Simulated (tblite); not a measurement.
Species: C₅H₈Cl₂Si.
Geometry (GFN2-xTB, Å), atoms numbered from 1 in this order:
```
atom  x, y, z in Å
Si1   -2.5353    0.1500    0.1970
C2    -0.9820   -0.0634   -0.9006
C3     0.2707    0.3711   -0.1998
Cl4    0.1184    2.0646    0.3523
C5     1.0128   -0.5852    0.6641
C6     2.3279    0.1186    0.6455
Cl7    3.7560   -0.8585    0.9445
C8     1.6079   -0.1137   -0.6404
H9    -3.5772   -0.6990   -0.3845
H10   -2.9679    1.5430    0.1967
H11   -2.2000   -0.3030    1.5461
H12   -0.8634   -1.1061   -1.1982
H13   -1.0971    0.5179   -1.8165
H14    0.7453   -1.5409    1.0615
H15    2.4442    1.1136    1.0569
H16    1.9319   -0.6000   -1.5360
```

Computed with GFN2-xTB (tblite): harmonic, unscaled wavenumbers at the GFN2-xTB geometry, gas phase. Errors from tens to a few hundred cm⁻¹ against measured bands are possible. Modes of hydrogen on silicon can be 10 to 20 % off. One conformer, not necessarily the lowest.

Harmonic wavenumbers (cm⁻¹): 32.4, 90.4, 115.9, 155.8, 215.9, 250.4, 257.0, 323.6, 421.6, 463.1, 516.9, 522.3, 593.7, 703.1, 744.0, 758.4, 778.6, 783.7, 794.3, 819.3, 853.4, 871.0, 925.1, 1006.9, 1012.7, 1029.3, 1074.3, 1102.6, 1156.8, 1201.8, 1240.8, 1339.4, 1420.2, 1465.4, 2262.8, 2281.0, 2312.1, 2979.0, 2990.2, 3016.2, 3166.5, 3177.6.

A = 2646, B = 589.6, C = 528.3 MHz; mass 165.977 u (most abundant isotopes); point group C1, symmetry number 1.

Task: Zero-point energy?

Result: ½Σν̃ = 23613 cm⁻¹ = 282.47 kJ/mol.

Task: Entropy at 298.15 K, 1 bar (ideal gas, RRHO, classical rotation)?

Result: Translation 172.61, rotation 126.97, vibration 116.30: S = 415.9 J/(mol K).

Task: And Cp and H(298.15 K) − H(0)?

Result: Cp = 159.02 J/(mol K), of which vibrations give 125.76 (their classical limit is 42 R = 349.2); H(298.15 K) − H(0) = 28.30 kJ/mol without the zero-point energy, 18.38 from vibrations.

Task: What must be added to the electronic energy to get the Gibbs energy at 298.15 K and 1 bar?

Result: ZPE + [H(298.15 K) − H(0)] − T·S = 282.47 + 28.30 − 123.99 = 186.78 kJ/mol.

Task: How do the functions run with temperature in this model?

Result: 
```
T (K)  S (J/(mol K))  Cp (J/(mol K))  H − H(0) (kJ/mol)  G − H(0) (kJ/mol)  ln q(vib)
  150          331.3            94.9               9.51             -40.18       2.93
  250          389.7           138.2              21.14             -76.29       5.38
  400          468.2           197.6              46.53            -140.75       9.11
  600          559.1           250.2              91.75            -243.74      14.03
  900          670.2           296.0             174.35            -428.80      20.85
```

q(vib) and H(0) count from the zero-point level.

Task: Which modes carry the vibrational entropy at 298.15 K?

Result: 32.4 cm⁻¹: 23.75; 90.4 cm⁻¹: 15.28; 115.9 cm⁻¹: 13.25; 155.8 cm⁻¹: 10.88; 215.9 cm⁻¹: 8.34; 250.4 cm⁻¹: 7.23 J/(mol K); the other 36 give 37.57 together.

Task: Blend soft modes into free rotors: weight 1/[1 + (100 cm⁻¹/ν̃)⁴] for the oscillator and the rest for a rotor with moment μB/(μ + B), μ = h/(8π²ν), B = 10⁻⁴⁴ kg m². What vibrational entropy results?

Result: 106.81 J/(mol K) in place of 116.30, which changes −T·S at 298.15 K by +2.83 kJ/mol.

Hindered rotation and anharmonicity are outside this model. Other conformers, if any are populated, would add a mixing term that is left out. The structure is chiral; the term R ln 2 for an equal mix with its mirror image is left out.
